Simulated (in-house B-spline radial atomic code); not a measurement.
## Tc⁸⁺: [Ar] 3d10 4s2 4p5

All numbers are computed (non-relativistic PW91, spin-polarised, spherical fractional occupations; point nucleus) with a radial B-spline atomic code at the basis-set limit, not measured.

Screening seen three ways: the hydrogenic charge with the same mean radius, Z_r = [3n² - l(l+1)]/(2<r>), the one with the same energy, Z_e = n√(-2ε), and Slater's rules. Values are occupation-weighted means over spin.

| shell | electrons | ε (eV) | <r> (bohr) | Z_r | Z_e | Slater |
| --- | --- | --- | --- | --- | --- | --- |
| 1s | 2 | -20456 | 0.03545 | 42.32 | 38.77 | 42.70 |
| 2s | 2 | -2983 | 0.1547 | 38.79 | 29.61 | 38.85 |
| 2p | 6 | -2764.8 | 0.1325 | 37.74 | 28.51 | 38.85 |
| 3s | 2 | -625.36 | 0.4265 | 31.65 | 20.34 | 31.75 |
| 3p | 6 | -540.63 | 0.4203 | 29.74 | 18.91 | 31.75 |
| 3d | 10 | -385.21 | 0.396 | 26.51 | 15.96 | 21.85 |
| 4s | 2 | -188.53 | 1.02 | 23.54 | 14.89 | 15.60 |
| 4p | 5 | -161.78 | 1.075 | 21.40 | 13.79 | 15.60 |

The least bound orbital is 4p down at -160.9 eV, and it is also the most diffuse (<r> = 1.076 bohr).

The density falls to 0.001 bohr⁻³ at 2.385 bohr; Σ<r²> = 12.571 bohr² gives, by the non-relativistic formula and without the paramagnetism of open shells, a Langevin diamagnetic susceptibility of -9.956×10⁻⁶ cm³/mol.
